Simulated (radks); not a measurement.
Values are calculated unless marked as measured or tabulated.
Species: the gadolinium ion Gd3+. Configuration: [Kr] 4d10 4f7 5s1.5 5p6 5f0.5 (fractional occupations, a model configuration). Level of theory: scalar-relativistic Kohn-Sham, OLYP, spin-unpolarised, spherical densities, finite nucleus; Fermi nuclear charge, rms radius 5.1569 fm (a radial shooting solver on a logarithmic mesh with Libxc functionals).

Unscreened Slater integrals over Kohn-Sham orbitals (cm^-1). Empty in this configuration: 5d.

| integral | value |
|---|---|
| F0(5f,5f) | 44314 |
| F2(5f,5f) | 23676 |
| F4(5f,5f) | 15678 |
| F6(5f,5f) | 11552 |
| F0(5f,4f) | 58381 |
| F2(5f,4f) | 6400.8 |
| F4(5f,4f) | 2429.1 |
| F6(5f,4f) | 1490.2 |
| G0(5f,4f) | 2448.9 |
| G2(5f,4f) | 2328.5 |
| G4(5f,4f) | 1648.8 |
| G6(5f,4f) | 1234.2 |
| F0(5f,5p) | 56357 |
| F2(5f,5p) | 12181 |
| G2(5f,5p) | 3478.5 |
| G4(5f,5p) | 2455.9 |
| F0(5f,5s) | 56797 |
| G3(5f,5s) | 1477.6 |
| F0(5f,5d) | 54798 |
| F2(5f,5d) | 18338 |
| F4(5f,5d) | 9767.8 |
| G1(5f,5d) | 14548 |
| G3(5f,5d) | 8973.5 |
| G5(5f,5d) | 6365.0 |
| F0(4f,4f) | 243840 |
| F2(4f,4f) | 115080 |
| F4(4f,4f) | 72024 |
| F6(4f,4f) | 51762 |
| F0(4f,5p) | 156830 |
| F2(4f,5p) | 55130 |
| G2(4f,5p) | 28807 |
| G4(4f,5p) | 22346 |
| F0(4f,5s) | 174280 |
| G3(4f,5s) | 33254 |
| F0(4f,5d) | 119910 |
| F2(4f,5d) | 32116 |
| F4(4f,5d) | 16095 |
| G1(4f,5d) | 15457 |
| G3(4f,5d) | 12639 |
| G5(4f,5d) | 9663.1 |
| F0(5p,5p) | 131400 |
| F2(5p,5p) | 71266 |
| F0(5p,5s) | 139750 |
| G1(5p,5s) | 94079 |
| F0(5p,5d) | 108260 |
| F2(5p,5d) | 53411 |
| G1(5p,5d) | 63019 |
| G3(5p,5d) | 39145 |
| F0(5s,5s) | 150470 |
| F0(5s,5d) | 112300 |
| G2(5s,5d) | 40713 |
| F0(5d,5d) | 94905 |
| F2(5d,5d) | 50036 |
| F4(5d,5d) | 33289 |

Derived for the open shells (J is the average intra-shell exchange parameter used in DFT+U). 4f: F4/F2 = 0.626, F6/F2 = 0.450, J = (286 F2 + 195 F4 + 250 F6)/6435 = 9308 cm^-1. 5f: F4/F2 = 0.662, F6/F2 = 0.488, J = (286 F2 + 195 F4 + 250 F6)/6435 = 1976 cm^-1.
